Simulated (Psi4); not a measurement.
C$_{6}$H$_{13}$ (SMILES [CH2]CCCCC), doublet, geometry from GFN2-xTB; MP2/6-31G* (Psi4).

The Psi4 input:
```
memory 2 GB

molecule {
0 2
C    -2.98430396   -0.66041146   -0.04973240
C    -1.58600614   -0.51915247    0.38081968
C    -0.85691671    0.60359329   -0.40073596
C     0.57074552    0.84124676    0.08712427
C     1.52002337   -0.31817981   -0.20726247
C     2.95401446    0.02034191    0.18271071
H    -3.22259204   -1.20158113   -0.94514443
H    -3.76064498   -0.08153014    0.41167488
H    -1.53785710   -0.27248627    1.44434508
H    -1.04629639   -1.45351122    0.20928618
H    -0.84553535    0.34537543   -1.46144559
H    -1.43041506    1.52616864   -0.28778204
H     0.55920612    1.03502542    1.16245642
H     0.95525016    1.73927111   -0.40434564
H     1.48038554   -0.55392746   -1.27334677
H     1.20274833   -1.20545720    0.34319572
H     3.61586505   -0.81709521   -0.02581457
H     3.01601134    0.25037650    1.24428674
H     3.30853527    0.88474228   -0.37490878
}

set {
  basis 6-31g*
  reference uhf
  freeze_core true
  mp2_type conv
  scf_type pk
  puream true
  d_convergence 1e-8
}

energy('mp2')
print_variables()
```

What the program printed (banner, timings and long lists left out):

```
   => Loading Basis Set <=

    Name: 6-31G*
    Role: ORBITAL
    Keyword: BASIS

         ---------------------------------------------------------
                                   SCF
               by Justin Turney, Rob Parrish, Andy Simmonett
                          and Daniel G. A. Smith
                              UHF Reference
         ---------------------------------------------------------

  ==> Geometry <==

    Molecular point group: c1
    Full point group: C1

    Geometry (in Angstrom), charge = 0, multiplicity = 2:

       Center              X                  Y                   Z               Mass
    ------------   -----------------  -----------------  -----------------  -----------------
         C           -2.957551214114    -0.658133693872    -0.049237408731    12.000000000000
         C           -1.559253394114    -0.516874703872     0.381314671269    12.000000000000
         C           -0.830163964114     0.605871056128    -0.400240968731    12.000000000000
         C            0.597498265886     0.843524526128     0.087619261269    12.000000000000
         C            1.546776115886    -0.315902043872    -0.206767478731    12.000000000000
         C            2.980767205886     0.022619676128     0.183205701269    12.000000000000
         H           -3.195839294114    -1.199303363872    -0.944649438731     1.007825032230
         H           -3.733892234114    -0.079252373872     0.412169871269     1.007825032230
         H           -1.511104354114    -0.270208503872     1.444840071269     1.007825032230
         H           -1.019543644114    -1.451233453872     0.209781171269     1.007825032230
         H           -0.818782604114     0.347653196128    -1.460950598731     1.007825032230
         H           -1.403662314114     1.528446406128    -0.287287048731     1.007825032230
         H            0.585958865886     1.037303186128     1.162951411269     1.007825032230
         H            0.982002905886     1.741548876128    -0.403850648731     1.007825032230
         H            1.507138285886    -0.551649693872    -1.272851778731     1.007825032230
         H            1.229501075886    -1.203179433872     0.343690711269     1.007825032230
         H            3.642617795886    -0.814817443872    -0.025319578731     1.007825032230
         H            3.042764085886     0.252654266128     1.244781731269     1.007825032230
[...]
  @UHF Final Energy:  -234.73123478049740
    Total Energy =                       -234.7312347804974024
  DIE_IF_NOT_CONVERGED          => (empty)
[...]
  WFN                           => (empty)
  WFN_TYPE                      => OMP2            !
  WRITER_FILE_LABEL             => (empty)
  ZORA_BASIS_TOLERANCE          => (empty)
  ZORA_NR_DEBUG                 => (empty)
  ZORA_PRUNING_SCHEME           => (empty)
  ZORA_RADIAL_POINTS            => (empty)
  ZORA_SPHERICAL_POINTS         => (empty)

 ==============================================================================
 ==============================================================================
 ==============================================================================

                             MP2
                    Program Written by Ugur Bozkaya,
              Additional Contributions by J. P. Misiewicz

 ==============================================================================
 ==============================================================================
 ==============================================================================

	MO spaces per irreps...

	IRREP   FC   AOCC  BOCC  AVIR    BVIR  FV
	==========================================
	   A     6    19    18    85     86     0
	==========================================

	Computing MP2 energy using SCF MOs (Canonical MP2)...
	==============================================================================
	Nuclear Repulsion Energy (a.u.)    :   239.72726299905179
	SCF Energy (a.u.)                  :  -234.73123478049740
	REF Energy (a.u.)                  :  -234.73123478049740
	Alpha-Alpha Contribution (a.u.)    :    -0.09392579004406
	Alpha-Beta Contribution (a.u.)     :    -0.57852804164717
	Beta-Beta Contribution (a.u.)      :    -0.08367158968608
	Scaled_SS Correlation Energy (a.u.):    -0.05919912657672
	Scaled_OS Correlation Energy (a.u.):    -0.69423364997661
	SCS-MP2 Total Energy (a.u.)        :  -235.48466755705073
	SOS-MP2 Total Energy (a.u.)        :  -235.42546843047401
	SCSN-MP2 Total Energy (a.u.)       :  -235.04380616882244
	SCS-MP2-VDW Total Energy (a.u.)    :  -235.56054936367087
	SOS-PI-MP2 Total Energy (a.u.)     :  -235.54117403880343
	MP2 Correlation Energy (a.u.)      :    -0.75612542137732
	MP2 Total Energy (a.u.)            :  -235.48736020187471
	==============================================================================

  Variable Map:
  ----------------------------------------------------------------------------
[...]
  Array Variable Map:
  ----------------------------------------------------------------------------
[...]
[...]
```
